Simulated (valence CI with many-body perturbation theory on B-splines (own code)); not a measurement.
Sensitivity of CI+MBPT for Zn⁷⁺

Computed by valence CI with perturbative core correlation (CI+MBPT): five valence electrons over a frozen Dirac-Fock core [Ar], radial functions for each j: 6 s, 6 p, 5 d, 5 f, 1 g, with the one-electron correlation potential Σ1 (screened to all orders), the two-electron term Σ2, the three-electron term Σ3, Breit, model QED; selected single and double excitations, second order for the rest, scaled by the run's own slope (own B-spline code, finite nucleus).

No measured levels were compared; by estimate terms of the open shell hold to 2 to 4 % of their energy, and close levels can change places; different configurations can be misplaced against each other by 1,000 to 8,000 cm⁻¹. Among the levels kept, up to 410 cm⁻¹ of a level comes from second order outside the variational space, and about a tenth of that is noise between levels of different J, which matters for small intervals. Only levels of the ground parity were solved; by the run's estimate the other parity begins above the list, which can be wrong where configurations are misplaced.

The reference run has the lowest level 3d5 6S_5/2 and an ionisation energy of 172.087 eV. Its largest variational space holds 9968 state functions.

Changed runs:
A. box radius (bohr) 13.131 → 9.47
B. three-electron term on → off
C. lowest core n in screening and Σ2 1 → 3
D. closed core [Ar] → [Ar] 3d1 (bad on purpose)

Excitation energies of the reference run in cm⁻¹, and shifts in cm⁻¹:

| Level | Reference | A | B | C |
| --- | --- | --- | --- | --- |
| 3d5 4G_11/2 | 49953 | +0.2 | +598 | +67 |
| 3d5 4G_5/2 | 50005 | +0.3 | +601 | +62 |
| 3d5 4G_7/2 | 50114 | +0.2 | +594 | +65 |
| 3d5 4G_9/2 | 50131 | +0.3 | +589 | +67 |
| 3d5 4P_5/2 | 55728 | +0.7 | +1064 | -249 |
| 3d5 4P_3/2 | 56218 | +0.3 | +1074 | -256 |
| 3d5 4P_1/2 | 56770 | +0.3 | +1167 | -279 |
| 3d5 4D_7/2 | 60826 | +0.3 | +248 | -31 |
| 3d5 4D_1/2 | 61525 | +0.3 | +316 | -50 |
| 3d5 4D_3/2 | 61897 | +0.3 | +417 | -74 |
| 3d5 4D_5/2 | 61901 | +0.5 | +432 | -79 |
| 3d5 2I_11/2 | 72213 | +0.3 | +1211 | +170 |
| Ionisation energy (eV) | 172.087 | +0.00011 | -0.0021 | +0.052 |

Run D: It gave no result: the perturbation theory needs a core of closed shells. The program said: "the core must hold closed shells only".
